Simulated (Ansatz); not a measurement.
Relaxation of the cluster Ga2Sb⁺ with RKS r2SCAN-D4/def2-TZVP.

```sh
$ ansatz run in.yaml --threads 4 --pin off --events-out ev --progress --plain --max-ram 3916MiB
```

```yaml
crystal:
  periodic: [false, false, false]
  atoms:
    - {symbol: Ga, position_ang: [-2.602970, -1.417250, -0.158910]}
    - {symbol: Ga, position_ang: [2.803940, 0.963390, 0.152220]}
    - {symbol: Sb, position_ang: [-0.200970, 0.453860, 0.006700]}
basis:
  gaussian: {orbitals: def2-TZVP}
total_charge: 1
hamiltonian: {xc: r2scan, dispersion: d4}
scf: {lower_state_search: "off"}
output: {orbitals: {seedname: orbitals}}
relax: {f_tol: 0.02, max_steps: 100}
```

Run time 9.5 s (4 threads of Arm Neoverse V2 on a shared host).

Positions (Å) and forces (eV/Å) at steps 1, 2, 3, 4, 5, 6 of 6:

```xyz
3
step=1 energy=-111287.8115 eV
Ga   -2.603   -1.417   -0.159    0.278    0.166    0.017
Ga    2.804    0.963    0.152   -0.313   -0.094   -0.017
Sb   -0.201    0.454    0.007    0.035   -0.072   -0.001
3
step=2 energy=-111287.8402 eV
Ga   -2.543   -1.407   -0.156    0.175    0.093    0.011
Ga    2.755    0.926    0.149   -0.190   -0.067   -0.010
Sb   -0.213    0.481    0.007    0.015   -0.027    0.000
3
step=3 energy=-111287.8667 eV
Ga   -2.399   -1.411   -0.150   -0.010   -0.054   -0.002
Ga    2.661    0.817    0.141    0.048   -0.029    0.001
Sb   -0.262    0.594    0.009   -0.038    0.083    0.001
3
step=4 energy=-111287.8863 eV
Ga   -2.275   -1.462   -0.146    0.023   -0.014    0.001
Ga    2.615    0.691    0.135   -0.004   -0.026   -0.001
Sb   -0.340    0.772    0.011   -0.019    0.040    0.001
3
step=5 energy=-111287.8954 eV
Ga   -2.120   -1.503   -0.141    0.044    0.053    0.004
Ga    2.541    0.549    0.127   -0.069    0.003   -0.003
Sb   -0.421    0.954    0.014    0.025   -0.056   -0.001
3
step=6 energy=-111287.8970 eV
Ga   -2.089   -1.496   -0.140    0.006    0.007    0.000
Ga    2.514    0.531    0.125   -0.009    0.000    0.000
Sb   -0.425    0.964    0.014    0.003   -0.007    0.000
```

In the def2 sets Sb takes a core potential; there is no spin–orbit coupling. An occupied level lies above an empty one. The structure comes from a short search, and lower isomers may exist.
